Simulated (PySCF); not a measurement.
**Working out the ionisation energy of Hf²⁺**

Hf²⁺ [Xe] 4f14 5d2 (3F) → Hf³⁺ [Xe] 4f14 5d1 (2D). Computed with PySCF 2.14 in aug-cc-pwCVDZ-PP with ECP60MDF (6s6p5d3f, 70 functions), with scalar relativity through the core potential. Frozen: nothing. Energies in hartree (1 hartree = 27.21139 eV):

```json
{"part": "UHF", "Hf²⁺ (lower)": "-47.249049", "Hf³⁺ (upper)": "-46.458065"}
{"part": "CCSD correlation", "Hf²⁺ (lower)": "-0.212528", "Hf³⁺ (upper)": "-0.197605"}
{"part": "(T)", "Hf²⁺ (lower)": "-0.003556", "Hf³⁺ (upper)": "-0.003207"}
```

Task: What does Hartree-Fock give?

Result: (-46.458065) − (-47.249049) = 0.790984 hartree = 21.524 eV.

Task: What do CCSD and CCSD(T) give?

Result: The CCSD correlation energies differ by 0.014923 hartree = 0.406 eV and the triples by 0.000349 hartree = 0.009 eV, so CCSD gives 21.930 eV and CCSD(T) 21.939 eV.

Reference: 22.55 ± 0.04 eV (theoretical estimate listed by NIST; NIST Atomic Spectra Database, ionization energies), between the lowest levels; spin-orbit coupling is absent from the calculation.

A double-zeta basis recovers only part of the correlation energy.

What remains against the reference includes basis incompleteness and higher excitations.
